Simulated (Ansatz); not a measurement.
MgI₂ was relaxed with r2SCAN-D4 (def2-TZVP) in Ansatz in these states: charge +1 doublet, neutral singlet. The geometries follow in no particular order.

In the def2 sets I takes a core potential; there is no spin–orbit coupling.

A:

Cartesian coordinates in Å:
```
Mg 0.000 -0.001 0.002
I 1.539 1.625 1.180
I -1.538 -1.624 -1.182
```

B:

```csv
atom,x (Å),y (Å),z (Å)
Mg1,0.0009,0.0005,0.0017
I2,1.0104,-2.3889,0.1223
I3,-1.0113,2.3884,-0.1239
```

Judge from the bond lengths which geometry belongs to which state (an estimate).

A is the neutral singlet (Mg1–I3 2.530 Å, Mg1–I2 2.530 Å); B is the charge +1 doublet (Mg1–I3 2.597 Å, Mg1–I2 2.597 Å).
